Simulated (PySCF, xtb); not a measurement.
C2H7S, SMILES C[SH+]C, charge +1.

Harmonic wavenumbers (cm⁻¹) from GFN2-xTB (xtb) at its own minimum, in rising order: 149, 179, 255, 690, 725, 748, 769, 890, 993, 997, 1007, 1324, 1328, 1393, 1405, 1411, 1419, 2264, 3049, 3049, 3052, 3055, 3063, 3065.

What does PBE-D3(BJ)/def2-SVP run with PySCF give at its own minimum? (Estimate from the structure and the level; the computed values follow.)

175, 199, 253, 632, 694, 733, 784, 893, 1012, 1039, 1064, 1279, 1303, 1375, 1378, 1388, 1391, 2547, 2996, 2998, 3122, 3122, 3136, 3138. Paired by order, the mean absolute difference is 47 cm⁻¹ and the zero-point energies are 51.9 and 52.4 kcal/mol.
